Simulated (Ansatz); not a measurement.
Molecular dynamics of C₃H₆O₂Si

Input file:

```yaml
crystal:
  periodic: [false, false, false]
  atoms:
    - { symbol: C, position_ang: [-1.807154, -1.264295, 0.51581] }
    - { symbol: C, position_ang: [-0.713007, -0.679314, 0.040996] }
    - { symbol: C, position_ang: [0.747834, -0.758382, 0.450966] }
    - { symbol: Si, position_ang: [1.078466, 0.476989, -1.014788] }
    - { symbol: O, position_ang: [1.364234, 2.2555, -0.391341] }
    - { symbol: O, position_ang: [-0.70227, 0.210972, -1.066272] }
    - { symbol: H, position_ang: [-1.752432, -1.940023, 1.360284] }
    - { symbol: H, position_ang: [-2.77467, -1.078251, 0.066183] }
    - { symbol: H, position_ang: [0.977656, -0.343197, 1.436921] }
    - { symbol: H, position_ang: [1.192289, -1.753454, 0.361583] }
    - { symbol: H, position_ang: [1.738083, 1.876495, -1.624685] }
    - { symbol: H, position_ang: [0.728068, 2.941758, -0.101758] }
basis:
  gaussian: { orbitals: "6-31G" }
hamiltonian:
  xc: pbe0
  dispersion: d4
md:
  timestep: 0.5
  n_steps: 200
  ensemble: nve
  temperature: 100.0
  initial_velocities: maxwell_boltzmann
  seed: 11267
```

Command:

```bash
$ ansatz run input.yaml --threads 1 --pin off --max-ram 2048MiB --backend cpu --events-out ev --progress --plain --runs-dir out
```

It starts at the highest image of a converged band, a first-order saddle point between two minima.

Output, in part (step lines, the closing report, with atoms numbered from 0):

```
md step     0: t =     0.00 fs  T =   100.0 K  F+E_penalty+E_count = -15163.34310202 eV  E_kin = 0.129260 eV  conserved = -15163.21384202 eV  (27 SCF iters)
md step     1: t =     0.50 fs  T =    97.7 K  F+E_penalty+E_count = -15163.34004925 eV  E_kin = 0.126257 eV  conserved = -15163.21379267 eV  (24 SCF iters)
md step     2: t =     1.00 fs  T =    91.1 K  F+E_penalty+E_count = -15163.33134336 eV  E_kin = 0.117712 eV  conserved = -15163.21363138 eV  (24 SCF iters)
md step     3: t =     1.50 fs  T =    82.1 K  F+E_penalty+E_count = -15163.31954559 eV  E_kin = 0.106134 eV  conserved = -15163.21341186 eV  (24 SCF iters)
md step     4: t =     2.00 fs  T =    73.4 K  F+E_penalty+E_count = -15163.30810247 eV  E_kin = 0.094886 eV  conserved = -15163.21321601 eV  (23 SCF iters)
md step     5: t =     2.50 fs  T =    67.3 K  F+E_penalty+E_count = -15163.30007270 eV  E_kin = 0.086952 eV  conserved = -15163.21312059 eV  (24 SCF iters)
md step     6: t =     3.00 fs  T =    64.8 K  F+E_penalty+E_count = -15163.29694746 eV  E_kin = 0.083787 eV  conserved = -15163.21316027 eV  (24 SCF iters)
md step     7: t =     3.50 fs  T =    65.6 K  F+E_penalty+E_count = -15163.29812337 eV  E_kin = 0.084814 eV  conserved = -15163.21330933 eV  (25 SCF iters)
[... lines left out ...]
Total energy: -15163.91974957 eV, -557.2637723228 hartree
Atom 0 at    -1.781048    -1.055630     0.640225 Å, force     0.338855    -0.092682     0.211317 eV/Å
Atom 1 at    -0.689651    -0.500635     0.106377 Å, force     0.185925    -0.228360     0.052522 eV/Å
Atom 2 at     0.795194    -0.518923     0.429515 Å, force    -0.354199    -0.498335     0.027356 eV/Å
Atom 3 at     1.134858    -0.126092    -1.453465 Å, force    -0.980588     0.642304     0.072967 eV/Å
Atom 4 at     1.156840     2.712308     0.187490 Å, force     2.757305    -1.816203     1.883706 eV/Å
Atom 5 at    -0.687578     0.139962    -1.149898 Å, force     0.669137    -0.183371    -0.654351 eV/Å
Atom 6 at    -1.776837    -1.565911     1.593559 Å, force     0.303780     0.015406     0.115771 eV/Å
Atom 7 at    -2.720991    -1.090204     0.120471 Å, force    -0.243484     0.314568    -0.299832 eV/Å
Atom 8 at     1.090655     0.394376     0.941273 Å, force     0.105570     0.227839     0.353502 eV/Å
Atom 9 at     1.218068    -1.410111     0.889846 Å, force    -0.074264    -0.000915     0.241397 eV/Å
Atom 10 at     1.922235     3.209191     0.550019 Å, force     0.124931    -0.819877     0.251918 eV/Å
Atom 11 at     0.709522     3.376920    -0.240016 Å, force    -2.832969     2.439627    -2.256274 eV/Å
Dipole moment:     0.620115     0.521757     0.259984 e Å
```

The steps, from the saved trajectory:

```json
{"time (fs)": "0.0", "T (K)": "100", "potential energy less start (eV)": "0.000", "conserved less start (meV/atom)": "0.00"}
{"time (fs)": "3.0", "T (K)": "65", "potential energy less start (eV)": "0.046", "conserved less start (meV/atom)": "0.06"}
{"time (fs)": "6.0", "T (K)": "59", "potential energy less start (eV)": "0.054", "conserved less start (meV/atom)": "0.03"}
{"time (fs)": "9.0", "T (K)": "72", "potential energy less start (eV)": "0.037", "conserved less start (meV/atom)": "0.05"}
{"time (fs)": "12.0", "T (K)": "196", "potential energy less start (eV)": "-0.123", "conserved less start (meV/atom)": "0.10"}
{"time (fs)": "15.0", "T (K)": "528", "potential energy less start (eV)": "-0.555", "conserved less start (meV/atom)": "-0.16"}
{"time (fs)": "18.0", "T (K)": "746", "potential energy less start (eV)": "-0.838", "conserved less start (meV/atom)": "-0.27"}
{"time (fs)": "21.0", "T (K)": "601", "potential energy less start (eV)": "-0.647", "conserved less start (meV/atom)": "0.10"}
{"time (fs)": "24.0", "T (K)": "897", "potential energy less start (eV)": "-1.034", "conserved less start (meV/atom)": "-0.32"}
{"time (fs)": "27.0", "T (K)": "913", "potential energy less start (eV)": "-1.053", "conserved less start (meV/atom)": "-0.17"}
{"time (fs)": "30.0", "T (K)": "734", "potential energy less start (eV)": "-0.818", "conserved less start (meV/atom)": "0.13"}
{"time (fs)": "33.0", "T (K)": "850", "potential energy less start (eV)": "-0.973", "conserved less start (meV/atom)": "-0.29"}
{"time (fs)": "36.0", "T (K)": "771", "potential energy less start (eV)": "-0.869", "conserved less start (meV/atom)": "-0.20"}
{"time (fs)": "39.0", "T (K)": "512", "potential energy less start (eV)": "-0.531", "conserved less start (meV/atom)": "0.12"}
{"time (fs)": "42.0", "T (K)": "611", "potential energy less start (eV)": "-0.663", "conserved less start (meV/atom)": "-0.19"}
{"time (fs)": "45.0", "T (K)": "600", "potential energy less start (eV)": "-0.647", "conserved less start (meV/atom)": "-0.01"}
{"time (fs)": "48.0", "T (K)": "499", "potential energy less start (eV)": "-0.516", "conserved less start (meV/atom)": "0.06"}
{"time (fs)": "51.0", "T (K)": "518", "potential energy less start (eV)": "-0.543", "conserved less start (meV/atom)": "-0.20"}
{"time (fs)": "54.0", "T (K)": "541", "potential energy less start (eV)": "-0.572", "conserved less start (meV/atom)": "-0.15"}
{"time (fs)": "57.0", "T (K)": "560", "potential energy less start (eV)": "-0.596", "conserved less start (meV/atom)": "-0.04"}
{"time (fs)": "60.0", "T (K)": "571", "potential energy less start (eV)": "-0.611", "conserved less start (meV/atom)": "-0.14"}
{"time (fs)": "63.0", "T (K)": "528", "potential energy less start (eV)": "-0.553", "conserved less start (meV/atom)": "0.00"}
{"time (fs)": "66.0", "T (K)": "590", "potential energy less start (eV)": "-0.634", "conserved less start (meV/atom)": "-0.09"}
{"time (fs)": "69.0", "T (K)": "551", "potential energy less start (eV)": "-0.585", "conserved less start (meV/atom)": "-0.11"}
{"time (fs)": "72.0", "T (K)": "515", "potential energy less start (eV)": "-0.537", "conserved less start (meV/atom)": "-0.13"}
{"time (fs)": "75.0", "T (K)": "551", "potential energy less start (eV)": "-0.585", "conserved less start (meV/atom)": "-0.20"}
{"time (fs)": "78.0", "T (K)": "488", "potential energy less start (eV)": "-0.502", "conserved less start (meV/atom)": "-0.04"}
{"time (fs)": "81.0", "T (K)": "477", "potential energy less start (eV)": "-0.489", "conserved less start (meV/atom)": "-0.15"}
{"time (fs)": "84.0", "T (K)": "499", "potential energy less start (eV)": "-0.518", "conserved less start (meV/atom)": "-0.23"}
{"time (fs)": "87.0", "T (K)": "415", "potential energy less start (eV)": "-0.407", "conserved less start (meV/atom)": "0.02"}
{"time (fs)": "90.0", "T (K)": "548", "potential energy less start (eV)": "-0.583", "conserved less start (meV/atom)": "-0.34"}
{"time (fs)": "93.0", "T (K)": "528", "potential energy less start (eV)": "-0.556", "conserved less start (meV/atom)": "-0.26"}
{"time (fs)": "96.0", "T (K)": "464", "potential energy less start (eV)": "-0.470", "conserved less start (meV/atom)": "0.08"}
{"time (fs)": "99.0", "T (K)": "654", "potential energy less start (eV)": "-0.721", "conserved less start (meV/atom)": "-0.39"}
```

All steps were run. The conserved energy stayed within 0.39 meV per atom of its start (net change 0.026 meV per atom), so the integration is sound. The system heated up, since it started high on the potential surface and ran downhill. A run of 0.1 ps of so small a system gives no equilibrium averages. The orbitals stay closed-shell, which can raise the energy where a bond breaks towards radicals; this wasn't checked here. Limits of this set-up: no polarisation functions.

The step under study would form O5–H11 and break Si4–H11. These pairs go: O5–H11 1.34 → 0.98 Å, Si4–H11 1.66 → 3.97 Å. In the last frame they stand as after the step (other bonds may differ from the relaxed reactants and products). Also parted: Si4–O5 1.91 → 3.28 Å. It ends as C3H4OSi + H2O. Pairs count as bonded within 1.25 times the sum of covalent radii (0.12 Å more for H–H).

Last frame:

```xyz
12
Properties=species:S:1:pos:R:3
C -1.781 -1.056 0.640
C -0.690 -0.501 0.106
C 0.795 -0.519 0.429
Si 1.135 -0.126 -1.454
O 1.157 2.712 0.188
O -0.688 0.140 -1.150
H -1.777 -1.566 1.594
H -2.721 -1.090 0.120
H 1.091 0.394 0.941
H 1.218 -1.410 0.890
H 1.922 3.209 0.550
H 0.710 3.377 -0.240
```

The run took 8.1 min on 1 thread of Intel(R) Xeon(R) 6975P-C (Granite Rapids) (shared host), peak memory 0.18 GiB.
